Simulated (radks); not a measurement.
Results of a calculation; reference values are marked as such.
Task: The mean radii <r> (bohr) of the occupied orbitals of an atom or ion are listed with their occupations. Code: a radial shooting solver on a logarithmic mesh with Libxc functionals. Model: Dirac Kohn-Sham, LB94 model potential, spin-unpolarised, spherical densities, finite nucleus; Fermi nuclear charge, rms radius of each element as measured or else 0.836 A^(1/3) + 0.57 fm.

| orbital | occ. | <r> |
|---|---|---|
| 1s1/2 | 2 | 0.02718 |
| 2s1/2 | 2 | 0.1165 |
| 2p1/2 | 2 | 0.09816 |
| 2p3/2 | 4 | 0.1038 |
| 3s1/2 | 2 | 0.3131 |
| 3p1/2 | 2 | 0.3031 |
| 3p3/2 | 4 | 0.3145 |
| 3d3/2 | 4 | 0.2850 |
| 3d5/2 | 6 | 0.2886 |
| 4s1/2 | 2 | 0.7288 |
| 4p1/2 | 2 | 0.7557 |
| 4p3/2 | 4 | 0.7820 |
| 4d3/2 | 4 | 0.8565 |
| 4d5/2 | 4 | 0.8653 |

Name the element and its charge. Open shells, if any, fill j = l - 1/2 first.

Result: Z = 53, iodine, charge +9: I9+ in [Kr] 4d8. The 1s radius gives Z: for a bare nucleus <r> = (2 gamma + 1)/(2Z) with gamma = sqrt(1 - (Z/c)^2), 0.02683 bohr for Z = 53, and screening makes it slightly larger (0.02718 here). The occupations add up to 44, and the charge is Z minus that.
